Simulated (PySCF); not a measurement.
Identify the unknown among the candidates.

All candidates are C8H7NS.

* NMR, other nuclei: isotropic shieldings of nuclei other than C and H, by class: 119 (1 N), 512 (1 S) ppm [GIAO PBE0/pcSseg-1]
* 1H NMR: chemical shifts (computed TMS as zero) by class: 7.62 (1 H), 7.48 (1 H), 7.40 (1 H), 7.19 (1 H), 7.08 (1 H), 6.63 (1 H), 3.62 (1 H) ppm [GIAO PBE0/pcSseg-1]
* 13C NMR: chemical shifts (computed TMS as zero) by class: 136.5 (1 C), 134.0 (1 C), 132.4 (1 C), 127.6 (1 C), 123.7 (1 C), 122.6 (1 C), 115.0 (1 C), 106.7 (1 C) ppm [GIAO PBE0/pcSseg-1]
* Dipole: 3.23 D [PBE0/pcSseg-1]
* Rotational structure: rotational constants A, B, C: 3.410, 0.728, 0.600 GHz [GFN2-xTB]

Electronic properties: PySCF, gas phase, density fitting. Levels stand in brackets. The structure is a single GFN2-xTB conformer in the gas phase; no vibrational or solvent corrections. NMR values are class means; diastereotopic atoms form classes of their own.

**Question.** Which candidate is it?
A. `C=Cc1c[nH]c2ccsc12`
B. `C=Cc1cc2[nH]ccc2s1`
C. `Sc1ccc2[nH]ccc2c1`
D. `C=Cc1csc2cc[nH]c12`

**Answer.** C. It is `Sc1ccc2[nH]ccc2c1`. Numbering: `[SH:1][c:2]1[cH:3][cH:4][c:5]2[nH:6][cH:7][cH:8][c:9]2[cH:10]1`. Its formula, C8H7NS, gives 6 degrees of unsaturation: 2 rings and 4 π bonds in the structure found (Kekulé form). 8 carbons fall into 8 classes; from least to most shielded: ring-fusion aromatic carbon [C5] (136.5 ppm), ring-fusion aromatic carbon [C9] (134.0 ppm), substituted aromatic carbon [C2] (132.4 ppm), aromatic CH next to a ring nitrogen [C7] (127.6 ppm), aromatic CH carbon [C3] (123.7 ppm), aromatic CH carbon [C10] (122.6 ppm), aromatic CH carbon [C4] (115.0 ppm), aromatic CH carbon [C8] (106.7 ppm). Hydrogen classes from least to most shielded: 1 H on an aromatic CH carbon, C10 (7.62 ppm), 1 H on a pyrrole-type nitrogen, N6 (7.48 ppm), 1 H on an aromatic CH carbon, C4 (7.40 ppm), 1 H on an aromatic CH carbon, C3 (7.19 ppm), 1 H on an aromatic CH next to a ring nitrogen, C7 (7.08 ppm), 1 H on an aromatic CH carbon, C8 (6.63 ppm), 1 H on a thiol sulfur, S1 (3.62 ppm). The other shieldings belong to: 119 ppm, pyrrole-type nitrogen [N6]; 512 ppm, thiol sulfur [S1]. The optimised geometry has point group Cs and is an asymmetric top.

The others, at the same levels:
- `C=Cc1c[nH]c2ccsc12` fails: its computed 13C shifts are 140.6 (1 C), 136.8 (1 C), 134.5 (1 C), 130.7 (1 C), 121.7 (1 C), 120.2 (1 C), 113.7 (1 C), 113.6 (1 C) ppm, 1H shifts are 7.77 (1 H), 7.35 (1 H), 7.00 (1 H), 6.94 (1 H), 6.91 (1 H), 5.88 (1 H), 5.39 (1 H) ppm and rotational constant A is 2.302 GHz (against 3.410 GHz).
- `C=Cc1csc2cc[nH]c12` fails: its computed 13C shifts are 139.4 (1 C), 138.1 (1 C), 135.3 (1 C), 135.2 (1 C), 128.4 (1 C), 124.2 (1 C), 114.2 (1 C), 106.6 (1 C) ppm, 1H shifts are 8.26 (1 H), 7.05 (1 H), 6.97 (1 H), 6.95 (1 H), 6.68 (1 H), 5.45 (1 H), 5.44 (1 H) ppm and rotational constant A is 1.691 GHz (against 3.410 GHz).
- `C=Cc1cc2[nH]ccc2s1` fails: its computed 13C shifts are 152.8 (1 C), 140.9 (1 C), 139.2 (1 C), 133.2 (1 C), 125.0 (1 C), 115.3 (1 C), 114.4 (1 C), 107.2 (1 C) ppm, 1H shifts are 7.59 (1 H), 6.92 (1 H), 6.85 (1 H), 6.67 (1 H), 6.60 (1 H), 5.98 (1 H), 5.25 (1 H) ppm and smallest rotational constant is 0.655 GHz (against 0.600 GHz).

Each candidate is one conformer, not necessarily the lowest. Dipoles, sizes and rotational constants follow the conformer. The torsions of the flexible species, by atom-mapped SMILES:
- `[SH:1][c:2]1[cH:3][cH:4][c:5]2[nH:6][cH:7][cH:8][c:9]2[cH:10]1`: H–S1–C2–C3 180°
- `[CH2:1]=[CH:2][c:3]1[cH:4][nH:5][c:6]2[cH:7][cH:8][s:9][c:10]12`: C1–C2–C3–C4 0°
- `[CH2:1]=[CH:2][c:3]1[cH:4][s:5][c:6]2[cH:7][cH:8][nH:9][c:10]12`: C1–C2–C3–C4 180°
- `[CH2:1]=[CH:2][c:3]1[cH:4][c:5]2[nH:6][cH:7][cH:8][c:9]2[s:10]1`: C1–C2–C3–C4 180°
